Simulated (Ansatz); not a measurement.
Cartesian coordinates (Å):
```xyz
5

B     -0.4173    -0.0559     0.0063
O      0.8779    -0.4278     0.0334
H     -0.7198     1.1031    -0.0918
H     -1.2308    -0.9292     0.0840
H      1.4899     0.3098    -0.0319
```
Charge +1, spin multiplicity 2.

Calculation: frozen-core CCSD(T)/cc-pVQZ // PBE0-D4/def2-TZVP run with Ansatz (an electronic-structure program). The geometry is that of the parent before the electron was removed.

```
Property                        Value
----------------------  -------------
HF energy               -100.94955 Ha
MP2 correlation energy    -0.35955 Ha
```

Problem. Estimate the CCSD correlation energy, the (T) correction, the total energy and the T1 diagnostic.

Solution. 
```yaml
CCSD correlation energy: -0.37015 Ha
"(T) correction": -0.01612 Ha
CCSD(T) total energy: -101.33582 Ha
T1 diagnostic: 0.032
```
